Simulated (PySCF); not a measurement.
Compound: C2H5FO2Si2.
Numbering: `[O:1]=[C:2]1[SiH2:3][O:4][SiH2:5][C@H:6]1[F:7]` (hydrogens: H8, H9 on Si3; H10, H11 on Si5; H12 on C6)

Cartesian coordinates in Å at the GFN2-xTB level; atoms count from 1:
```
atom  x, y, z in Å
O1    -0.7249    1.1010    2.0191
C2    -0.5750    0.7665    0.8688
Si3   -1.5619   -0.5852   -0.0946
O4    -0.1871   -1.3932   -0.5361
Si5    1.2923   -0.7172   -0.3700
C6     0.6819    1.0599    0.0864
F7     0.3264    1.6173   -1.1398
H8    -2.2750   -1.4776    0.8005
H9    -2.2172   -0.0990   -1.2961
H10    1.9835   -1.3531    0.7407
H11    1.9083   -0.6871   -1.6835
H12    1.3500    1.7669    0.5785
```

Level of theory: PySCF 2.14.0, density-fitted response routines, TDDFT B3LYP/def2-SVPD, vertical, gas phase, core orbitals frozen in the response.

Ground-to-excited transition dipoles (e·a0, same axes as the geometry; the sign carries no meaning), for the states with f of 0.002 or more among the lowest 7:

| state | E (eV) | μx | μy | μz |
| --- | --- | --- | --- | --- |
| S1 | 3.056 | 0.067 | 0.021 | -0.156 |
| S2 | 5.325 | 0.187 | 0.218 | 0.087 |
| S3 | 5.423 | 0.329 | -0.088 | -0.226 |
| S4 | 5.834 | -0.157 | 0.117 | 0.169 |
| S5 | 6.090 | -0.503 | -0.088 | -0.133 |
| S6 | 6.109 | 0.148 | 0.026 | -0.014 |
| S7 | 6.644 | 0.132 | 0.044 | 0.209 |

**Question.** What oscillator strength does each state have?

**Answer.** f = (2/3) ΔE |μ|² with ΔE in hartree (27.2114 eV).

| state | \|μ\|² (au) | \|μ\| (D) | f |
| --- | --- | --- | --- |
| S1 | 0.029 | 0.43 | 0.002 |
| S2 | 0.090 | 0.76 | 0.012 |
| S3 | 0.167 | 1.04 | 0.022 |
| S4 | 0.067 | 0.66 | 0.010 |
| S5 | 0.279 | 1.34 | 0.042 |
| S6 | 0.023 | 0.38 | 0.003 |
| S7 | 0.063 | 0.64 | 0.010 |

**Question.** Which bond between heavy atoms lies closest to the direction of the S5 transition dipole?

**Answer.** O4–Si5, at 17° from it; next C2–Si3 at 43°.

**Question.** What angle do the transition dipoles of S2 and S7 make?

**Answer.** |cos θ| = |μa·μb| / (|μa| |μb|) = 0.70, so θ ≈ 46° (taken between 0 and 90°, since the signs are arbitrary).

**Question.** What peak molar absorption coefficient would the strongest computed level give as a lone Gaussian band 0.4 eV wide at half height?

**Answer.** ε(max) = 2.175×10⁸ f / FWHM, with the width in cm⁻¹. S5: 2.175×10⁸ × 0.0416 / 3226 ≈ 2800 L mol⁻¹ cm⁻¹.

One conformer stands for the species.
